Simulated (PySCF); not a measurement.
Isomers of C6H9ClSi, one GFN2-xTB conformer each. Single-point energies are computed at PBE0/pcSseg-1 (PySCF, gas phase, no added dispersion term), electronic only.

| SMILES | GFN2-xTB relative energy (kJ/mol) |
| --- | --- |
| C=C1C[C@@H]1[C@]1(Cl)C[SiH2]1 | 194.2 |
| ClCC[SiH]1C=CC=C1 | 99.4 |
| CC#C[C@H]1C[Si@@H](Cl)C1 | 0.0 |
| C=C/C=C(/C=C)[SiH2]Cl | 4.4 |
| C=C/C=C(\C=C)[SiH2]Cl | 7.7 |
| CC#C[Si@@H](Cl)C1CC1 | 17.7 |
| C=C1[SiH2][C@@H](Cl)/C1=C/C | 104.0 |
| C=C1C[Si@H]1C1(Cl)CC1 | 231.7 |

Conformers: `[CH2:1]=[C:2]1[CH2:3][C@@H:4]1[C@:5]1([Cl:6])[CH2:7][SiH2:8]1` with C3–C4–C5–Cl6 83°; `[Cl:1][CH2:2][CH2:3][SiH:4]1[CH:5]=[CH:6][CH:7]=[CH:8]1` with Cl1–C2–C3–Si4 -50°, C2–C3–Si4–C5 -167°; `[CH3:1][C:2]#[C:3][C@H:4]1[CH2:5][Si@@H:6]([Cl:7])[CH2:8]1` with C3–C4–C5–Si6 134°, C4–C5–Si6–Cl7 -125°, C5–Si6–C8–C4 10°, C3–C4–C8–Si6 -134°; `[CH2:1]=[CH:2]/[CH:3]=[C:4](/[CH:5]=[CH2:6])[SiH2:7][Cl:8]` with C1–C2–C3–C4 -179°, C3–C4–C5–C6 -166°, C3–C4–Si7–Cl8 89°; `[CH2:1]=[CH:2]/[CH:3]=[C:4](\[CH:5]=[CH2:6])[SiH2:7][Cl:8]` with C1–C2–C3–C4 180°, C3–C4–C5–C6 178°, C3–C4–Si7–Cl8 117°; `[CH3:1][C:2]#[C:3][Si@@H:4]([Cl:5])[CH:6]1[CH2:7][CH2:8]1` with C3–Si4–C6–C7 1°; `[CH2:1]=[C:2]1[SiH2:3][C@@H:4]([Cl:5])/[C:6]1=[CH:7]/[CH3:8]` with C1–C2–Si3–C4 -161°, C2–Si3–C4–Cl5 -128°, Si3–C4–C6–C7 -161°, C1–C2–C6–C4 160°; `[CH2:1]=[C:2]1[CH2:3][Si@H:4]1[C:5]1([Cl:6])[CH2:7][CH2:8]1` with C3–Si4–C5–Cl6 -104°.

What does PBE0/pcSseg-1 give for the same structures?

```json
{"SMILES": "C=C/C=C(\\C=C)[SiH2]Cl", "PBE0/pcSseg-1 E (Eh)": "-983.11447", "PBE0/pcSseg-1 (kJ/mol)": "0.0", "GFN2-xTB (kJ/mol)": "7.7", "point group": "C1"}
{"SMILES": "C=C/C=C(/C=C)[SiH2]Cl", "PBE0/pcSseg-1 E (Eh)": "-983.11335", "PBE0/pcSseg-1 (kJ/mol)": "2.9", "GFN2-xTB (kJ/mol)": "4.4", "point group": "C1"}
{"SMILES": "CC#C[Si@@H](Cl)C1CC1", "PBE0/pcSseg-1 E (Eh)": "-983.10991", "PBE0/pcSseg-1 (kJ/mol)": "12.0", "GFN2-xTB (kJ/mol)": "17.7", "point group": "C1"}
{"SMILES": "CC#C[C@H]1C[Si@@H](Cl)C1", "PBE0/pcSseg-1 E (Eh)": "-983.10499", "PBE0/pcSseg-1 (kJ/mol)": "24.9", "GFN2-xTB (kJ/mol)": "0.0", "point group": "near Cs"}
{"SMILES": "ClCC[SiH]1C=CC=C1", "PBE0/pcSseg-1 E (Eh)": "-983.09889", "PBE0/pcSseg-1 (kJ/mol)": "40.9", "GFN2-xTB (kJ/mol)": "99.4", "point group": "C1"}
{"SMILES": "C=C1[SiH2][C@@H](Cl)/C1=C/C", "PBE0/pcSseg-1 E (Eh)": "-983.06273", "PBE0/pcSseg-1 (kJ/mol)": "135.8", "GFN2-xTB (kJ/mol)": "104.0", "point group": "C1"}
{"SMILES": "C=C1C[Si@H]1C1(Cl)CC1", "PBE0/pcSseg-1 E (Eh)": "-983.02997", "PBE0/pcSseg-1 (kJ/mol)": "221.9", "GFN2-xTB (kJ/mol)": "231.7", "point group": "C1"}
{"SMILES": "C=C1C[C@@H]1[C@]1(Cl)C[SiH2]1", "PBE0/pcSseg-1 E (Eh)": "-983.01753", "PBE0/pcSseg-1 (kJ/mol)": "254.5", "GFN2-xTB (kJ/mol)": "194.2", "point group": "C1"}
```

GFN2-xTB puts CC#C[C@H]1C[Si@@H](Cl)C1 lowest instead; measured from each level's own lowest isomer, the values differ by up to 60.3 kJ/mol (C=C1C[C@@H]1[C@]1(Cl)C[SiH2]1: 194.2 against 254.5). As drawn, the highest has a three-membered ring, which the lowest lacks. Neighbours under 10 kJ/mol apart (C=C/C=C(\C=C)[SiH2]Cl and C=C/C=C(/C=C)[SiH2]Cl; C=C/C=C(/C=C)[SiH2]Cl and CC#C[Si@@H](Cl)C1CC1) can change places with a better method, another conformer or zero-point energy. C=C/C=C(\C=C)[SiH2]Cl and C=C/C=C(/C=C)[SiH2]Cl are stereoisomers, 2.9 kJ/mol apart in the conformers taken.

Which frontier levels, dipoles and rotational constants go with these structures?

```json
{"SMILES": "C=C/C=C(\\C=C)[SiH2]Cl", "HOMO (eV, PBE0/pcSseg-1)": "-6.64", "LUMO (eV)": "-1.80", "dipole (D)": "2.23", "A, B, C (MHz)": "2332, 736.0, 618.5"}
{"SMILES": "C=C/C=C(/C=C)[SiH2]Cl", "HOMO (eV, PBE0/pcSseg-1)": "-6.57", "LUMO (eV)": "-1.84", "dipole (D)": "1.94", "A, B, C (MHz)": "1562, 1012, 688.7"}
{"SMILES": "CC#C[Si@@H](Cl)C1CC1", "HOMO (eV, PBE0/pcSseg-1)": "-7.87", "LUMO (eV)": "-0.22", "dipole (D)": "2.81", "A, B, C (MHz)": "1373, 1040, 651.6"}
{"SMILES": "CC#C[C@H]1C[Si@@H](Cl)C1", "HOMO (eV, PBE0/pcSseg-1)": "-7.17", "LUMO (eV)": "0.41", "dipole (D)": "1.41", "A, B, C (MHz)": "3088, 605.4, 560.7"}
{"SMILES": "ClCC[SiH]1C=CC=C1", "HOMO (eV, PBE0/pcSseg-1)": "-6.62", "LUMO (eV)": "-1.45", "dipole (D)": "1.99", "A, B, C (MHz)": "3228, 846.3, 715.1"}
{"SMILES": "C=C1[SiH2][C@@H](Cl)/C1=C/C", "HOMO (eV, PBE0/pcSseg-1)": "-6.70", "LUMO (eV)": "-1.52", "dipole (D)": "2.32", "A, B, C (MHz)": "1733, 1251, 760.7"}
{"SMILES": "C=C1C[Si@H]1C1(Cl)CC1", "HOMO (eV, PBE0/pcSseg-1)": "-7.21", "LUMO (eV)": "-0.64", "dipole (D)": "1.66", "A, B, C (MHz)": "2723, 900.3, 769.0"}
{"SMILES": "C=C1C[C@@H]1[C@]1(Cl)C[SiH2]1", "HOMO (eV, PBE0/pcSseg-1)": "-6.77", "LUMO (eV)": "-0.36", "dipole (D)": "2.03", "A, B, C (MHz)": "1992, 1197, 845.6"}
```

As an exercise, what shares would exp(−E/RT) give at 298.15 K from these electronic energies alone (no entropy, no degeneracies)?

RT = 2.479 kJ/mol: C=C/C=C(\C=C)[SiH2]Cl 76.1 %, C=C/C=C(/C=C)[SiH2]Cl 23.2 %, CC#C[Si@@H](Cl)C1CC1 0.6 %, CC#C[C@H]1C[Si@@H](Cl)C1 under 0.1 %, ClCC[SiH]1C=CC=C1 under 0.1 %, C=C1[SiH2][C@@H](Cl)/C1=C/C under 0.1 %, C=C1C[Si@H]1C1(Cl)CC1 under 0.1 %, C=C1C[C@@H]1[C@]1(Cl)C[SiH2]1 under 0.1 %.
